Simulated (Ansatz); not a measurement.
Gas-phase electronic energies from Ansatz, PBE0-D4/def2-TZVP geometries. CCSD(T)/CBS is the MP2 limit (def2-TZVPP, def2-QZVPP) plus CCSD(T) − MP2 in def2-TZVPP, frozen cores. For Br, Ge, Mg outer-core shells are correlated without core-valence functions, which leaves a few kJ/mol of doubt a bond. Scalar relativity is left out up to krypton. One conformer a species, not always the lowest.

Consider the redistribution: `[NH2][Mg][Br]` + `[SiH3][N]([SiH3])[GeH]` → `[NH2][Mg][N]([SiH3])[SiH3]` + `[GeH][Br]`.

`[NH2][Mg][Br]`:

Cartesian coordinates in Å:
```
N -0.300 0.190 -0.911
Mg 0.275 -0.175 0.835
Br 0.990 -0.630 3.010
H 0.270 0.539 -1.667
H -1.236 0.076 -1.268
```

`[SiH3][N]([SiH3])[GeH]`:

Z-matrix (Å, degrees):
```
Si
N 1 1.747
H 1 1.484 2 111.1
H 1 1.492 2 108.1 3 119.0
H 1 1.484 2 111.1 3 -122.0
Si 2 1.740 1 120.8 3 -119.3
Ge 2 1.853 1 118.8 3 60.8
H 6 1.487 2 110.9 1 59.9
H 6 1.486 2 107.9 1 179.9
H 6 1.487 2 110.9 1 -60.1
H 7 1.611 2 92.5 1 -0.0
```

`[NH2][Mg][N]([SiH3])[SiH3]`:

```xyz
13

N    -0.694   -2.469    1.992
Mg   -0.292   -1.042    0.841
N     0.119    0.422   -0.339
Si    0.017    1.991    0.324
Si    0.546    0.012   -1.940
H    -0.914   -2.401    2.974
H    -0.729   -3.446    1.744
H    -1.001    2.860   -0.335
H     1.308    2.737    0.311
H    -0.393    1.835    1.760
H     0.491   -1.485   -2.039
H     1.926    0.430   -2.323
H    -0.383    0.558   -2.972
```

`[GeH][Br]`:

Z-matrix (Å, degrees):
```
Ge
Br 1 2.339
H 1 1.598 2 93.3
```

```json
{"species": "`[NH2][Mg][Br]`", "CCSD(T)/CBS(def2) energy (Eh)": "-2829.22045"}
{"species": "`[SiH3][N]([SiH3])[GeH]`", "CCSD(T)/CBS(def2) energy (Eh)": "-2713.20588"}
{"species": "`[NH2][Mg][N]([SiH3])[SiH3]`", "CCSD(T)/CBS(def2) energy (Eh)": "-892.36473"}
{"species": "`[GeH][Br]`", "CCSD(T)/CBS(def2) energy (Eh)": "-4650.03665"}
```

(1) Work out ΔE.

Largest T1 diagnostic among the species: 0.014.

Answers

(1) ΔE = (-892.36473) + (-4650.03665) − (-2829.22045) − (-2713.20588) = 0.02495 Eh = +65.5 kJ/mol.

At CCSD(T), def2-SVP lies +10.5 kJ/mol from the extrapolated value and def2-TZVPP +4.1 kJ/mol. Leaving LDA and LC-ωPBE aside and taking each functional with its dispersion term where it has one, the values, not all of them listed here, spread over 11.8 kJ/mol, from BLYP-D4 to PBE-QIDH. LDA lies +9.9 kJ/mol from PBE without D4. From BLYP to BHLYP (50 % exact exchange), in def2-TZVPP and without D4, ΔE moves by +12.0 kJ/mol.
